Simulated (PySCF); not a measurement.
Radial density of Zn³⁺ (zinc, charge +3)

UHF, [Ar] 3d9, 2D determinant. All numbers are calculated (PySCF 2.14, a scalar-relativistic core potential, in aug-cc-pwCVDZ-PP with ECP10MDF). This is the valence pseudo-density: the core potential removes the inner electrons and smooths the orbitals near the nucleus.

| r (bohr) | 4πr²ρ (e/bohr) | 4πr²(ρα − ρβ) |
| --- | --- | --- |
| 0.00638 | 1.207e-05 | 0.0000 |
| 0.0107 | 3.406e-05 | 0.0000 |
| 0.0181 | 0.0001022 | 0.0000 |
| 0.0304 | 0.0004673 | 0.0000 |
| 0.0511 | 0.005030 | 0.0005 |
| 0.0859 | 0.07064 | 0.0077 |
| 0.145 | 0.7090 | 0.0766 |
| 0.243 | 4.497 | 0.4118 |
| 0.409 | 17.76 | 1.1053 |
| 0.688 | 22.53 | 1.1787 |
| 1.16 | 6.569 | 0.4071 |
| 1.95 | 0.5200 | 0.0339 |
| 3.27 | 0.01100 | 0.0004 |
| 5.51 | 4.110e-05 | 0.0000 |

Energies and moments cover only the electrons outside the core potential.
